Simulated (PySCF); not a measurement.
Species: C₄H₉Ga.
Geometry (PBE0-D3(BJ)/def2-SVP, Å), atoms numbered from 1 in this order:
```
atom  x, y, z in Å
C1     0.2790   -1.1302    0.2914
C2    -1.0494   -0.5443   -0.2154
C3    -1.1637    0.9469    0.1324
Ga4    0.7145    1.5539   -0.0800
C5     1.4704   -0.2794   -0.1718
H6     0.3726   -2.1838   -0.0243
H7     0.2531   -1.1477    1.3967
H8    -1.0868   -0.6651   -1.3139
H9    -1.8969   -1.1299    0.1812
H10   -1.4479    1.0807    1.1934
H11   -1.9230    1.4785   -0.4604
H12    1.3692    2.9769   -0.1495
H13    1.7178   -0.4951   -1.2286
H14    2.3898   -0.4623    0.4042
```

Computed, not measured: core-valence-separated Tamm–Dancoff BHandHLYP/aug-pcX-1 (pcseg-1 on H, def2-SVPD on Ga) in PySCF, non-relativistic, gas phase, PBE0-D3(BJ)/def2-SVP geometry. Absolute energies from this functional tend to lie a few eV below measured edges; no shift was applied.

(1) What does the C 1s absorption edge look like?

## Answers

(1) 
```csv
E (eV),f,core hole on,main final orbital
283.80,0.0046,C3/C5,"LUMO (2 roots, f summed)"
284.70,0.0226,C3/C5,"LUMO+1 (2 roots, f summed)"
284.89,0.0064,C1/C2,"LUMO (2 roots, f summed)"
285.40,0.0231,C1/C2,"LUMO+1 (2 roots, f summed)"
285.55,0.1133,C3/C5,"spread (4 roots, f summed)"
285.90,0.0547,C1/C2,"spread (2 roots, f summed)"
285.99,0.0027,C3/C5,"LUMO+2 (2 roots, f summed)"
286.40,0.0048,C1/C2,"LUMO+3 (2 roots, f summed)"
```

The first line with a tenth or more of the strongest one's intensity is at 284.70 eV (f = 0.023, sum of 2), with the hole on C3/C5 (ring CH2 carbon). The strongest listed is at 285.55 eV (f = 0.113, sum of 4; C3/C5).

Roots within 0.03 eV whose holes lie on the same, on equivalent or on shared atoms are summed into one line, and the highest roots are left out, as the search may have cut off their partners. Final orbitals are the ground state's empty Kohn–Sham orbitals.

Q: What is the summed oscillator strength of the listed C K lines, and their intensity-weighted mean energy?

A: Σf = 0.232 over 8 lines from 283.80 to 286.40 eV; the weighted mean is 285.51 eV. The strongest line holds 49 % of the sum.

The ionisation thresholds weren't computed; near and above them a finite basis only mimics Rydberg series and continuum. Relativistic effects, spin–orbit coupling among them, are left out although an element past zinc is present.

One conformer stands for the species.
